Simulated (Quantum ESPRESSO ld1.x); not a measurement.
The numbers below are computed, except where a source is named.
Q: The molybdenum ion Mo2+, 40 electrons, occupied as [Kr] 4d4 (the NIST ground configuration). Level of theory: Dirac Kohn-Sham, B86b exchange with PBE correlation, spin-unpolarised, spherical densities, point nucleus; open shells are shared between the two j in proportion to 2j + 1 (ld1.x of Quantum ESPRESSO 7.5).

Spin-orbit splittings of the eigenvalues, e(l+1/2) - e(l-1/2), with zeta = 2 splitting/(2l+1) and mean radii in bohr:

shell  occ.  splitting (eV)  zeta (eV)  <r> j=l-1/2  <r> j=l+1/2
2p        6           106.6      71.06       0.1307       0.1353
3p        6               ?          ?       0.4233       0.4338
3d       10           3.322      1.329       0.4132       0.4167
4p        6           2.517      1.678        1.207        1.237
4d        4          0.2505     0.1002        1.716        1.732
5p        0          0.2868     0.1912        3.475        3.544

Estimate the 3p splitting.

A: 17.55 eV (zeta = 11.70 eV).
